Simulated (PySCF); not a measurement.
A species of formula C5H5F3O2 has this rotational fingerprint, computed with PBE0/def2-SVPD in PySCF (dipole) on a GFN2-xTB geometry, gas phase:

| Quantity | Value |
| --- | --- |
| Rotational constants | A = 2890, B = 667.6, C = 607.2 MHz |
| Dipole components | \|μa\| = 0.42 D, \|μb\| = 0.29 D, \|μc\| = 1.67 D |
| Inertial defect | -99.62 u·Å² |
| κ | -0.95 |

Question: Which structure is it? (One computed conformer of each.)
A. `[CH2:1]=[C:2]([C:3](=[O:4])[O:5][CH3:6])[C:7]([F:8])([F:9])[F:10]` with C1–C2–C3–O4 0°, C2–C3–O5–C6 180°
B. `[F:1][C:2]([F:3])([F:4])[O:5][C:6]1=[CH:7][O:8][CH2:9][CH2:10]1` with C2–O5–C6–C7 0°
C. `[F:1][C:2]([F:3])([F:4])[O:5]/[CH:6]=[CH:7]/[C@H:8]1[CH2:9][O:10]1` with C2–O5–C6–C7 -1°, C6–C7–C8–C9 -66°
D. `[F:1][C:2]([F:3])([F:4])[O:5][C@@H:6]1[CH:7]=[CH:8][CH2:9][O:10]1` with C2–O5–C6–C7 178°, O5–C6–C7–C8 -108°, C7–C8–C9–O10 -7°, C8–C9–O10–C6 14°, O5–C6–O10–C9 99°
E. `[O:1]=[CH:2][CH2:3][O:4][CH2:5][C:6]([F:7])=[C:8]([F:9])[F:10]` with O1–C2–C3–O4 5°, C2–C3–O4–C5 -65°, C3–O4–C5–C6 -69°, O4–C5–C6–F7 87°
F. `[CH2:1]=[C:2]([O:3][C:4]([F:5])([F:6])[F:7])[C:8]([CH3:9])=[O:10]` with C1–C2–O3–C4 0°, C1–C2–C8–C9 180°

Answer: E. It is O=CCOCC(F)=C(F)F, a near-prolate asymmetric top, point group C1. The candidates at the same level (rigid rotor, commonest isotopes):

| SMILES | A (MHz) | B (MHz) | C (MHz) | μa (D) | μb (D) | μc (D) | Δ (u·Å²) | point group | rotor |
| --- | --- | --- | --- | --- | --- | --- | --- | --- | --- |
| FC(F)(F)O/C=C/[C@H]1CO1 | 3850 | 613.0 | 604.5 | 1.93 | 1.23 | 0.62 | -119.75 | C1 | near-prolate asymmetric top |
| C=C(OC(F)(F)F)C(C)=O | 2630 | 840.8 | 718.8 | 0.33 | 0.62 | 0.00 | -90.16 | Cs | asymmetric top |
| C=C(C(=O)OC)C(F)(F)F | 2141 | 1066 | 816.9 | 0.82 | 0.33 | 0.02 | -91.34 | near Cs | asymmetric top |
| FC(F)(F)OC1=COCC1 | 3314 | 802.8 | 733.6 | 2.40 | 1.29 | 0.00 | -93.18 | Cs | near-prolate asymmetric top |
| O=CCOCC(F)=C(F)F | 2890 | 667.6 | 607.2 | 0.42 | 0.29 | 1.67 | -99.62 | C1 | near-prolate asymmetric top |
| FC(F)(F)O[C@@H]1C=CCO1 | 3062 | 880.8 | 823.0 | 4.19 | 0.86 | 0.04 | -124.74 | C1 | near-prolate asymmetric top |

`FC(F)(F)O[C@@H]1C=CCO1` has C 36 % too high; `C=C(C(=O)OC)C(F)(F)F` has B 60 % too high; `FC(F)(F)O/C=C/[C@H]1CO1` has A 33 % too high; `FC(F)(F)OC1=COCC1` has C 21 % too high; `C=C(OC(F)(F)F)C(C)=O` has B 26 % too high. No structure here is proved a minimum.
